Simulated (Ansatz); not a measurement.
HfF2I2, SMILES [F][Hf]([F])([I])[I], multiplicity 1.

Geometry: B3LYP-D3(BJ)/def2-SVP. The spin state was assumed, not searched. The structure was generated by enumeration; whether it is a known compound was not checked. The def2 effective core potentials stand for the cores of Hf, I; spin–orbit coupling is left out.

Two levels are set side by side: PBE/def2-SVPD (Ansatz, a first-principles code) and PBE0/def2-SVPD (Ansatz). Energy differences of separate SCF runs at the same geometry; the states with an electron removed or added have multiplicity 2 and 2. Differences are taken from unrounded values.

```json
[
 {"quantity": "vertical ionisation energy (eV)", "PBE": "9.62"},
 {"quantity": "vertical electron affinity (eV)", "PBE": "0.64"},
 {"quantity": "vertical singlet–triplet gap (eV)", "PBE": "4.09"}
]
```

These are the PBE values. What does PBE0 give? (The exact figures need the calculation; the answer reports its results.)


| quantity | PBE0 | PBE minus PBE0 |
|---|---|---|
| vertical ionisation energy (eV) | 9.97 | -0.35 |
| vertical electron affinity (eV) | 0.85 | -0.21 |
| vertical singlet–triplet gap (eV) | 4.23 | -0.14 |
